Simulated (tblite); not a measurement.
A tight-binding relaxation on `[SiH3][SiH2][C@@H]([SiH3])[SiH2]Cl`.

Computed with GFN2-xTB geometry optimisation, gas phase (tblite 0.8.0). Start geometry: from a force field or distance geometry. The command runs a driver script over a list of jobs; the input below is this job's line of settings and its coordinates in Å.

Command:
```bash
OMP_NUM_THREADS=1 python probes_run.py task.json out
```

Input:
```
{"job": {"kind": "relax", "xc": "GFN2-xTB", "basis": "xTB"}, "charge": 0, "multiplicity": 1}
Si     2.401600    -0.646100     0.139400
Si     0.532500    -0.467500    -1.247800
C     -1.014500     0.149900    -0.508300
Si    -1.563000    -0.966200     0.825300
Si    -0.796600     1.795000     0.260700
Cl    -0.450900     3.229100    -1.172100
H      2.731400     0.697900     0.686600
H      2.092000    -1.551600     1.275800
H      3.564000    -1.177800    -0.611200
H      0.899600     0.378200    -2.394600
H      0.278600    -1.813800    -1.832700
H     -1.803300     0.194200    -1.281300
H     -0.589300    -1.004100     1.958700
H     -2.868000    -0.545500     1.377900
H     -1.734600    -2.348800     0.330400
H      0.334800     1.843500     1.221200
H     -2.021400     2.245800     0.962000
```

Output:
```
step      E/eV     max force
  0    -523.21372    2.739
  1    -523.43097    1.017
  2    -523.48760    0.391
  3    -523.50246    0.255
  4    -523.51609    0.359
  5    -523.53150    0.376
  6    -523.54303    0.233
  7    -523.54984    0.147
  8    -523.55342    0.135
  9    -523.55660    0.127
... (53 lines left out)
 63    -523.58311    0.033
 64    -523.58322    0.042
 65    -523.58334    0.032
 66    -523.58342    0.019
 67    -523.58346    0.017
 68    -523.58351    0.030
 69    -523.58359    0.041
 70    -523.58370    0.040
 71    -523.58377    0.021
 72    -523.58379    0.008
```

«max force» is the largest atomic force in eV/Å.

Question: From which step on does the largest force stay under 0.1 eV/Å, and how much energy is left to gain from there?

Answer: From step 14 (0.093 eV/Å), 13.2 meV above the end.

Main results: energy lowered by 8.5 kcal/mol over 72 steps; largest atomic force 0.008 eV/Å at the end.

Question: Estimate the wall time. Hardware: an Arm Neoverse N1 with one thread, shared host.

Answer: About 1.2 s.
Labels such as C1 count atoms from 1, the log's own numbers from 0.
